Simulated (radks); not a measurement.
Results of a calculation; reference values are marked as such.
Br3+, 32 electrons, occupied as [Ar] 3d10 4s2 4p1 4d1 (not the ground configuration). Code: a radial shooting solver on a logarithmic mesh with Libxc functionals. Model: Dirac Kohn-Sham, PBE, spin-unpolarised, spherical densities, finite nucleus; open shells are shared between the two j in proportion to 2j + 1; Fermi nuclear charge, rms radius 4.1629 fm.

Normalised radial functions P(r) = r R(r) (large component), r in bohr:

```
   r/bohr * 3d5/2, o 4d3/2, + 4d5/2 (the largest magnitude, 1.28, reaches the edge; | marks zero, & curves that meet)
 0.002775                             &
 0.003852                             &
 0.005348                             &
 0.007423                             &
  0.01031                             &
  0.01431                             &
  0.01986                             &
  0.02757                             &
  0.03827                             &*
  0.05312                             &*
  0.07375                             |& *
   0.1024                             |&   *
   0.1421                             |  &      *
   0.1973                             |   &           *
   0.2739                             |     &                *
   0.3802                             |     &                    *
   0.5278                             |    &                    *
   0.7326                             |&                   *
    1.009                        &    |            *
    1.401                  &          |     *
    1.944              &              | *
    2.699                &            *
    3.747                     &       *
    5.201                          &  *
     7.22                             &
```

3d5/2: eigenvalue -108.00 eV, 0 radial nodes, <r> = 0.588 bohr, 90 % of the charge inside 0.967 bohr. 4d3/2: eigenvalue -22.355 eV, 1 radial node at r = 0.768 bohr, <r> = 2.42 bohr, 90 % of the charge inside 3.65 bohr. 4d5/2: eigenvalue -22.280 eV, 1 radial node at r = 0.773 bohr, <r> = 2.43 bohr, 90 % of the charge inside 3.66 bohr.
